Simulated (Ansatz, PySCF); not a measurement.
Species: SiN₃H₆, charge 0, multiplicity 2. SMILES: N[Si](N)N
Geometry: optimised at B3LYP-D3(BJ)/def2-TZVP (Ansatz, an electronic-structure program).

Property: atomisation energy, in kcal/mol. Set-up: atomisation electronic, to ground-state atoms; UHF or UKS for open shells; LANL2DZ with its own core potentials from Na on; six Cartesian d functions in 6-31G* and its kin unless marked 5d; no spin-orbit coupling; 6-311+G** with 5d, 6d on Na to Ar in Ansatz; valence correlation only; no dispersion term unless named; non-relativistic. CBS marks a two-point X^-3 extrapolation of the correlation energy; Hartree-Fock from the larger set. First-principles rows: single points at B3LYP-D3(BJ) geometries (Ansatz).

Coupled cluster (Ansatz) is a level with limits of its own, used here on species with T1 under 0.025 (0.045 for open shells) and stable references: CCSD(T)/CBS(aug-cc-pV(T+d)Z,aug-cc-pV(Q+d)Z).

Value to compare with, CCSD(T)/CBS(aug-cc-pV(T+d)Z,aug-cc-pV(Q+d)Z) (Ansatz): 817.8 kcal/mol.

| level | program | atomisation energy (kcal/mol) | difference |
|---|---|---|---|
| HF/6-31G* | Ansatz | 508.8 | -309.0 |
| HF/6-311+G** | Ansatz | 527.7 | -290.1 |
| PBE/STO-3G | Ansatz | 880.3 | 62.5 |
| PBE/6-311+G** | Ansatz | 821.0 | 3.2 |
| B3LYP/6-31G* | Ansatz | 787.6 | -30.2 |
| B3LYP/def2-SVP | Ansatz | 801.4 | -16.4 |
| PBE0/6-31G* | Ansatz | 783.1 | -34.7 |
| MP2/LANL2DZ | Ansatz | 641.7 | -176.1 |
| B3PW91/6-31G* (5d) | PySCF | 782.8 | -35.0 |
| wB97M-V/def2-TZVPD | Ansatz | 820.4 | 2.6 |
| B2PLYP-D3(BJ)/def2-TZVPD | Ansatz + dftd3 | 810.5 | -7.3 |

Among the 9 habitual levels, HF/6-31G* lies farthest from CCSD(T)/CBS(aug-cc-pV(T+d)Z,aug-cc-pV(Q+d)Z) (Ansatz) (-309.0 kcal/mol) and PBE/6-311+G** nearest (3.2); 2 of 9 lie above it, and their mean absolute difference is 106.4 kcal/mol, the median 35.0. One case shows no general order.

The levels are drawn from those run, B3LYP/6-31G* more often than the rest, none by its result; left out are runs that failed, that the program found above a lower state of the same kind, or whose <S^2> lies over 0.5 above the pure value.
